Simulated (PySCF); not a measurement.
**UHF on Xe+ (xenon, charge +1)**

Configuration: [Kr] 4d10 5s2 5p5, 2P determinant. Computed with PySCF 2.14 in aug-cc-pwCVTZ-DK3 (10s9p7d4f1g, 109 functions), with the spin-free X2C one-electron Hamiltonian (Gaussian nucleus).

* Total energy: -7442.781416 hartree
* One-electron energy: -10176.3674 hartree
* Hartree (Coulomb) energy: 2919.2835 hartree
* Exchange energy: -185.6975 hartree
* ⟨S²⟩: 0.7601
* ⟨L²⟩: 2.043
* Sum of ⟨r⟩: 35.59 bohr
* Sum of ⟨r²⟩: 51.22 bohr²
* Traceless quadrupole moment −½Σ⟨3z² − r²⟩ along its main axis: 2.02 e·bohr²
* Langevin diamagnetic susceptibility: -40.6 ×10⁻⁶ cm³/mol

```tsv
shell	electrons	mean orbital energy (eV)	spread (eV)	rms radius, mean of both spins (bohr)
1s α	1	-34732.2	0	0.0306
1s β	1	-34732.1	0	0.0306
2s α	1	-5516.1	0	0.124
2s β	1	-5516.0	0	0.124
2p α	3	-4948.0	0.122	0.111
2p β	3	-4947.9	0.052	0.111
3s α	1	-1180.0	0	0.326
3s β	1	-1179.9	0	0.326
3p α	3	-991.55	0.301	0.326
3p β	3	-991.42	0.013	0.326
3d α	5	-710.44	0.259	0.304
3d β	5	-710.38	0.155	0.304
4s α	1	-239.51	0	0.762
4s β	1	-239.26	0	0.762
4p α	3	-177.07	0.658	0.815
4p β	3	-176.79	0.054	0.815
4d α	5	-82.696	0.720	0.944
4d β	5	-82.506	0.359	0.944
5s α	1	-37.695	0	1.98
5s β	1	-34.986	0	1.98
5p α	3	-22.001	1.786	2.34
5p β	2	-20.885	0	2.34
```

Densities and radii are taken from the X2C orbitals without a picture-change correction, which distorts them close to the nucleus.

Spin-orbit constants ζ (cm⁻¹) from the X2C one-electron operator on these orbitals: bare nucleus, nucleus screened by l(l+1)(2l+1)/3 electrons, and screened by the Breit-Pauli mean field of the electrons.

```tsv
shell	bare	screened nucleus	mean field
2p	1726000	1662000	n/a
3p	332200	319900	n/a
3d	50690	41300	n/a
4p	63540	61190	n/a
4d	7488	6102	n/a
5p	6870	6616	n/a
```

To first order the Landé constant is A = -6616 cm⁻¹, so the lowest level has J = 3/2 and lies 0.410 eV below the centre of the term. First order in ζ underestimates the shift of the j = l − 1/2 level at high Z.
